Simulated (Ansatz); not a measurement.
Basis sets compared for the cluster AlB6 (the lowest doublet isomer of a short search). Total charge 0; doublet. Geometry r2SCAN-D4/def2-SVP. Ansatz on 2 threads of AMD EPYC 7R13 on a shared host; times are rough, and most runs start from earlier orbitals.

```xyz
7

Al   -0.131   -1.607    0.269
B     0.902    0.305   -1.231
B     0.263   -0.123    1.684
B    -0.810    0.825    1.042
B    -0.741    0.601   -0.533
B    -0.324   -0.617   -1.561
B     0.840    0.617    0.330
```

B3LYP takes the VWN-RPA correlation. At r2SCAN0-D4/def2-TZVP, r2SCAN0-D4/def2-TZVPD the charge 0 doublet is spin-contaminated (final ⟨S²⟩ up to 0.88, 0.75 for a pure state). The structure comes from a short search, and lower isomers may exist.

Binding counts from free atoms (Al doublet, B doublet) in the same basis, without a counterpoise term.

```tsv
level	functions	energy (Eh)	HOMO (eV)	LUMO (eV)	binding per atom (eV)	wall time
PBE-D4/def2-SVP	102	-390.7392	-5.61	-4.77	4.31	2.2 s
PBE-D4/def2-TZVP	223	-390.9742	-5.63	-4.78	4.22	6 s
B3LYP-D4/6-31G	67	-391.2144	-5.97	-3.93	3.62	2.2 s
B3LYP-D4/def2-TZVP	223	-391.3483	-6.12	-4.12	3.80	11 s
PBE0-D4/def2-SVP	102	-390.7743	-6.42	-3.92	4.17	3 s
PBE0-D4/def2-TZVP (with forces)	223	-391.0069	-6.41	-3.91	4.08	11 s
r2SCAN0-D4/def2-TZVP	223	-391.1835	-6.65	-3.65	3.97	35 s
```

Question: Estimate the rows for PBE-D4/def2-TZVPD, PBE0-D4/def2-TZVPD, r2SCAN0-D4/def2-TZVPD.

Answer: 
| level | functions | energy (Eh) | HOMO (eV) | LUMO (eV) | binding per atom (eV) | wall time |
| --- | --- | --- | --- | --- | --- | --- |
| PBE-D4/def2-TZVPD | 265 | -390.9747 | -5.63 | -4.78 | 4.22 | 8.5 s |
| PBE0-D4/def2-TZVPD | 265 | -391.0073 | -6.41 | -3.91 | 4.08 | 30 s |
| r2SCAN0-D4/def2-TZVPD | 265 | -391.1838 | -6.65 | -3.65 | 3.97 | 48 s |
